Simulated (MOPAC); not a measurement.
MOPAC input (AM1):

```
AM1 1SCF GEO-OK AUX(PRECISION=9) THREADS=1
CaO

Ca   -0.00000000 1   -0.00000000 1   -0.52111138 1
O     0.00000000 1    0.00000000 1    1.30277845 1
```

Problem. What heat of formation does the run end on, and which ionisation energy by Koopmans theorem?

Solution. 21.94 kcal/mol; 8.12 eV.
